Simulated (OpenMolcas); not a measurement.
Ag⁵⁺: from CASSCF to CASPT2

```
Program             : OpenMolcas
Basis               : ANO-R1 [6s4p3d1f]
Scalar Hamiltonian  : X2C, finite nucleus
Active space        : 6 electrons in 5 orbitals (4d)
State averaging     : 2S+1 = 5 even, 5 roots; 2S+1 = 3 even, 45 roots; 2S+1 = 1 even, 50 roots
Spin-orbit coupling : RASSI with atomic mean-field integrals over the reference wave functions, term energies averaged over their components
```

Methods on the same reference wave functions:
A. CASSCF
B. SS-CASPT2, IPEA 0.25 Eh, imaginary shift 0.1 Eh (closed shells correlated: 4s 4p)
C. MS-CASPT2, IPEA 0.25 Eh, imaginary shift 0.1 Eh (closed shells correlated: 4s 4p)

Energies in cm-1 above 4d6 5D4, the measured ground level; measured values from the list in Gamrath, thesis, University of Mons (2023).

| Level | A | B | C | Measured |
| --- | --- | --- | --- | --- |
| 4d6 5D4 | 0.0 | 0.0 | 0.0 | 0.0 |
| 4d6 5D3 | 2775 | 2810 | 2810 | 2692 |
| 4d6 5D2 | 4201 | 4130 | 4130 | 3953 |
| 4d6 5D1 | 5220 | 5150 | 5160 | 4941 |
| 4d6 5D0 | 5688 | 5610 | 5610 | 5380 |
| 4d6 3H6 | 24358 | 23630 | 23640 | 21512 |
| 4d6 3H5 [73 %] | 24931 | 24000 | 24000 | 21812 |
| 4d6 3P2(1) | 25339 | 21890 | 21890 | 21042 |
| 4d6 3F3(1) [74 %] | 28521 | 26320 | 26320 | 24441 |
| 4d6 3F2(1) | 29690 | 27170 | 27200 | 25306 |
| 4d6 3G5 [73 %] | 31936 | 30540 | 30540 | 27958 |
| 4d6 3P1(1) | 32957 | 29550 | 29530 | 28232 |
| 4d6 3P0(1) [74 %] | 33574 | 30210 | 30170 |  |
| 4d6 3G4 | 34019 | 32300 | 32290 | 29660 |
| 4d6 3G3 [75 %] | 34819 | 33000 | 33020 | 30361 |
| 4d6 1I6 | 38341 | 37430 | 37430 | 34194 |
| 4d6 3D2 | 38933 | 35730 | 35710 | 32650 |
| 4d6 3D1 | 39666 | 36620 | 36620 | 33558 |
| 4d6 3D3 | 39808 | 36790 | 36800 | 33509 |
| 4d6 1G4(1) | 42255 | 40400 | 40450 | 37481 |
| 4d6 1S0(1) [66 %] | 48324 | 44770 | 44630 |  |
| 4d6 1D2(1) | 49419 | 44520 | 44540 | 41372 |
| 4d6 1F3 | 53635 | 49020 | 49030 | 44724 |
| 4d6 3P0(2) | 60297 | 54740 | 54880 |  |

Deviations, from unrounded energies. A percentage is the sum of absolute deviations over the sum of measured energies, with the sign that they share, or ± where signs differ.

```json
{"Against measurement": "mean absolute deviation (cm-1)", "Levels": "20", "A": "4100", "B": "2100", "C": "2100"}
{"Against measurement": "fine structure of the ground term (%)", "Levels": "4", "A": "+5.4", "B": "+4.3", "C": "+4.4"}
{"Against measurement": "other terms of the ground configuration (%)", "Levels": "16", "A": "+16.6", "B": "+8.4", "C": "+8.4"}
```

B, C lie about equally close to measurement and A furthest from it. The largest miss of B in the table is 4d6 1F3, by +4300 cm-1. The ranking rests on the paired levels alone, and a cruder setting can come out closer through cancelling errors.

Between B and C the level of the table that moves most is 4d6 3P0(2), by 150 cm-1 (lowest in B, highest in C). Moves below CASPT2's spread within the term are not significant.

The two smallest mean deviations differ by little beside CASPT2's spread within terms, so their order carries little weight.

From A to B the spin-free energies of the other terms of 4d6 shown, above 5D, scale by factors of 0.86 to 0.97.

The lowest spin-free term lies below A's lowest term by 0.234 hartree in B, 0.234 hartree in C.

CASPT2 breaks the degeneracy within a term, and the mean is taken; among the terms shown or strongly mixed into the levels shown the widest spread is 1200 cm-1 (4d6 1I, C). The basis is small and was not contracted for so high a charge. The CASPT2 spread within a term exceeds the gap to the next term for 4d6 3D and 4d6 1I, so the order of their levels is uncertain (figures for B; the like holds for C). Without dynamic correlation excited terms often stand tens of per cent too high (terms of higher spin than the ground term too low), and those without a measured partner can miss by more than the paired ones (holds for A). Some levels mix across a computed gap that differs much from the measured one, so their mixing is not that of the real levels (holds for B; C). Measured partners are found by configuration, term and J. A level has none where our copy of the source lacks it or the pairing is in doubt (some pairs that miss far off the trend of their configuration count as doubtful), and it then counts in no deviation. Levels of configurations outside the active space are missing. Levels that lie high or do not pair safely by name in every column are left out.

A share in square brackets marks a mixed level and gives the weight of the term that names it, the lowest over the columns. A number in round brackets counts repeated terms of one configuration in the order of the reference energies.
